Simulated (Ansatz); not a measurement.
The cluster Ag₄⁺. The state is a doublet with charge 1. Geometry PBE0-D4/def2-SVP, basis def2-TZVP, Ansatz.

| atom | x (Å) | y (Å) | z (Å) |
| --- | --- | --- | --- |
| Ag1 | 0.031 | -0.450 | 1.260 |
| Ag2 | -2.360 | -0.610 | -0.160 |
| Ag3 | 2.361 | 0.604 | 0.157 |
| Ag4 | -0.033 | 0.456 | -1.257 |

```json
{"run": "A", "HOMO (eV)": "-9.60", "LUMO (eV)": "-7.90"}
{"run": "B", "HOMO (eV)": "-9.94", "LUMO (eV)": "-7.06"}
{"run": "C", "HOMO (eV)": "-9.11", "LUMO (eV)": "-8.72"}
{"run": "D", "HOMO (eV)": "-9.21", "LUMO (eV)": "-8.58"}
{"run": "E", "HOMO (eV)": "-9.38", "LUMO (eV)": "-8.24"}
{"run": "F", "HOMO (eV)": "-9.62", "LUMO (eV)": "-9.34"}
```

In the def2 sets Ag takes a core potential; there is no spin–orbit coupling. The structure comes from a short search, and lower isomers may exist.

HOMO and LUMO are taken over both spins.

Task: The runs used BHLYP, LDA (SPW92), PBE0, r2SCAN, r2SCANh, revPBE. Estimate which is which.

Result: A PBE0 (25 % exact exchange); B BHLYP (50 % exact exchange); C revPBE (0 % exact exchange); D r2SCAN (0 % exact exchange); E r2SCANh (10 % exact exchange); F LDA (SPW92) (0 % exact exchange). Exact exchange lowers occupied and raises empty levels; among semilocal functionals meta-GGAs tend to open the gap a little, and such runs are hard to tell apart. The gap grows from 0.28 eV (LDA (SPW92)) to 2.88 eV (BHLYP).
